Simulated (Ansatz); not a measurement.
One geometry of AuH3O2 (`[OH][Au-][OH2+]`), several functionals.

```yaml
crystal:
  periodic: [false, false, false]
  atoms:
    - {symbol: O, position_ang: [-1.831618, -1.437337, -0.639356]}
    - {symbol: Au, position_ang: [-0.336352, -0.320305, -0.121571]}
    - {symbol: O, position_ang: [1.245134, 0.987606, 0.437186]}
    - {symbol: H, position_ang: [-1.515576, -2.345786, -0.627826]}
    - {symbol: H, position_ang: [1.432281, 1.617852, -0.266875]}
    - {symbol: H, position_ang: [1.006131, 1.497970, 1.218442]}
basis:
  gaussian: {orbitals: def2-TZVPP}
hamiltonian: {xc: {name: BHLYP}, dispersion: d4}
output: {orbitals: {seedname: orbitals}}
```

```sh
$ ansatz run in.yaml --threads 4 --pin off --events-out ev --progress --plain
```

Output, abridged:

```
Functional definition: BHLYP
1006 factors; their error is unknown
mean field evaluation 1: about -7826.3136 eV, gradient 6.0e1 eV
mean field evaluation 2: about -7818.1980 eV, gradient 8.9e1 eV
mean field evaluation 4: about -7832.3958 eV, gradient 3.9e0 eV
mean field evaluation 8: about -7832.4245 eV, gradient 7.6e-2 eV
mean field evaluation 16: about -7832.5270 eV, gradient 8.8e-5 eV
mean field -7832.52700030 eV, -287.8400581835 hartree, gradient 2.0e-5 eV, S^2 0.000000; 0 other end points of the search recorded, 0 dependent functions left out
reference -7832.52715357 eV, -287.8400638162 hartree; 19, 19 occupied and 141, 141 virtual orbitals, 1006 factors
Total energy: -7832.62852445 eV, -287.8437891274 hartree
```

Run time 2.1 s (4 threads of a server CPU on a shared host); peak host memory 0.3 GiB.

Changing it to `hamiltonian: {xc: {name: revPBE}, dispersion: d4}` (abridged; 1.7 s):

```
Functional definition: revPBE
mean field evaluation 16: about -7839.6507 eV, gradient 4.7e-4 eV
mean field -7839.65069419 eV, -288.1018491054 hartree, gradient 5.6e-5 eV, S^2 0.000000
Total energy: -7839.88586736 eV, -288.1104915601 hartree
```

With the line `hamiltonian: {xc: {name: B97M-V}}` (abridged; 7 s):

```
Functional definition: B97M-V
mean field evaluation 16: about -7836.8771 eV, gradient 1.6e-4 eV
mean field -7836.87709038 eV, -287.9999210453 hartree, gradient 4.4e-5 eV, S^2 0.000000
Total energy: -7836.87715392 eV, -287.9999233806 hartree
```

The same input with `hamiltonian: {xc: lda}` (abridged; 1.2 s):

```
Functional definition: SPW92
mean field evaluation 16: about -7803.8295 eV, gradient 3.1e-4 eV
mean field -7803.82947794 eV, -286.7854436887 hartree, gradient 1.7e-5 eV, S^2 0.000000
Total energy: -7803.82951868 eV, -286.7854451860 hartree
```

The same input with `hamiltonian: {xc: {name: wB97M-V}}` and forces (abridged; 7.5 s):

```
Functional definition: wB97M-V
mean field evaluation 16: about -7834.7448 eV, gradient 7.0e-5 eV
mean field -7834.74483140 eV, -287.9215619730 hartree, gradient 7.0e-5 eV, S^2 0.000000
Total energy: -7834.74488302 eV, -287.9215638701 hartree
Atom 0 force    -0.063077    -0.204666    -0.035628 eV/Å
Atom 1 force     0.068335     0.090748     0.027045 eV/Å
Atom 2 force     0.053835     0.096309     0.023592 eV/Å
Atom 3 force    -0.078598     0.054513    -0.017318 eV/Å
Atom 4 force    -0.010676    -0.024070     0.071386 eV/Å
Atom 5 force     0.030181    -0.012835    -0.069078 eV/Å
Dipole moment:     0.952336     0.846335     0.339471 e Å
```

The same input with `hamiltonian: {xc: {name: PBE-QIDH}}` (abridged; 3.6 s):

```
Functional definition: PBE-QIDH
mean field evaluation 16: about -7818.6961 eV, gradient 8.0e-4 eV
mean field -7818.69613785 eV, -287.3317833636 hartree, gradient 2.4e-6 eV, S^2 0.000000
2 core orbitals not correlated: weight in the atoms' cores, before any rotation towards them, 1.000 or more for the frozen orbitals, at most 0.000 for the correlated occupied ones
second order -34.37862535 eV of doubles, -0.00000000 eV of singles
Total energy: -7830.15569258 eV, -287.7529142321 hartree
```
